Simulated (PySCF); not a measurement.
B(F)(vinyl)(NH2) (C2H5BFN), SMILES C(=C)B(F)N.

Geometry optimised at B3LYP-D3(BJ)/def2-SVP. The structure was generated by enumeration, and PubChem lists no compound with its InChIKey, so it may never have been made. Other conformers were not sampled.

Two levels are set side by side: TDA-PBE/def2-SVPD (PySCF) and TDA-ωB97X/def2-SVPD (PySCF). Vertical, same geometry. The lowest singlet is HOMO→LUMO 61 %, HOMO−1→LUMO 34 % with PBE and HOMO−2→LUMO 96 % with the other functional; states are paired by order. Differences are taken from unrounded values.

```
quantity                               TDA-PBE
-------------------------------------  -------
lowest singlet excitation (eV)            5.61
lowest triplet excitation (TDA) (eV)      3.99
first bright state (f over 0.05) (eV)     5.61
its oscillator strength                   0.08
```

**Question.** These are the TDA-PBE values. What does TDA-ωB97X give? (The exact figures need the calculation; the answer reports its results.)

**Answer.** 
| quantity | TDA-ωB97X | TDA-PBE minus TDA-ωB97X |
|---|---|---|
| lowest singlet excitation (eV) | 6.90 | -1.29 |
| lowest triplet excitation (TDA) (eV) | 4.07 | -0.08 |
| first bright state (f over 0.05) (eV) | 7.00 | -1.40 |
| its oscillator strength | 0.32 | -0.24 |

A lower first singlet is the usual sign of a functional without exact exchange. Differences between two approximate levels are no errors against the true value.

Rough cost on one machine, each run with all the roots and properties that it gave: TDA-ωB97X against TDA-PBE about 3 times.
